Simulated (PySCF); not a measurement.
**`O=C[C@@]1(F)CO[SiH2][C@@H]1F`, C4H6F2O2Si**

Geometry:
```tsv
atom	x (Å)	y (Å)	z (Å)
O1	-1.064	-0.276	1.876
C2	-1.568	-0.097	0.803
C3	-0.775	-0.074	-0.473
F4	-1.627	-0.220	-1.546
C5	-0.060	1.296	-0.555
O6	1.011	1.283	0.332
Si7	1.611	-0.199	0.703
C8	0.325	-1.126	-0.397
F9	0.874	-1.311	-1.652
H10	-2.645	0.102	0.673
H11	-0.735	2.115	-0.291
H12	0.288	1.432	-1.585
H13	2.902	-0.374	0.050
H14	1.527	-0.449	2.125
H15	-0.067	-2.094	-0.086
```

Level of theory: GIAO CAM-B3LYP/pcSseg-1 magnetisability, rotational g tensor and spin-rotation constants, non-relativistic, gas phase (PySCF). Geometry: GFN2-xTB.

Problem. Give the nuclear spin-rotation constants along the inertial axes (H = +C I·J) beside the isotropic shieldings.

Solution. Rotational constants 1.7279, 1.5344, 1.1698 GHz. A star marks the isotopologue with that one atom substituted, in its own axes.
| atom | isotope | Caa (kHz) | Cbb (kHz) | Ccc (kHz) | mean (kHz) | σ (ppm) |
| --- | --- | --- | --- | --- | --- | --- |
| F4 | 19F | 0.702 | 0.424 | 0.603 | 0.576 | 402.0 |
| F9 | 19F | 0.117 | 0.617 | -0.049 | 0.228 | 447.2 |
| H10 | 1H | 0.162 | -0.093 | -0.103 | -0.011 | 21.5 |
| H11 | 1H | -0.175 | -0.050 | -0.025 | -0.083 | 27.6 |
| H12 | 1H | -0.206 | 0.025 | -0.053 | -0.078 | 27.3 |
| H13 | 1H | -0.041 | -0.013 | -0.115 | -0.056 | 26.7 |
| H14 | 1H | -0.108 | -0.003 | -0.074 | -0.061 | 26.5 |
| H15 | 1H | -0.151 | -0.195 | 0.080 | -0.089 | 27.0 |
| O1 | 17O* | -1.470 | -1.183 | -0.251 | -0.968 | -353.1 |
| C2 | 13C* | 0.931 | 0.750 | 0.345 | 0.675 | -29.8 |
| C3 | 13C* | 0.439 | 0.449 | 0.328 | 0.405 | 79.6 |
| C5 | 13C* | 0.277 | 0.387 | 0.292 | 0.319 | 115.8 |
| O6 | 17O* | -0.100 | -0.092 | -0.042 | -0.078 | 334.1 |
| Si7 | 29Si* | -1.189 | -1.021 | -0.699 | -0.970 | 333.7 |
| C8 | 13C* | 0.480 | 0.293 | 0.356 | 0.376 | 91.8 |

For the geometry as given, no vibrational averaging.
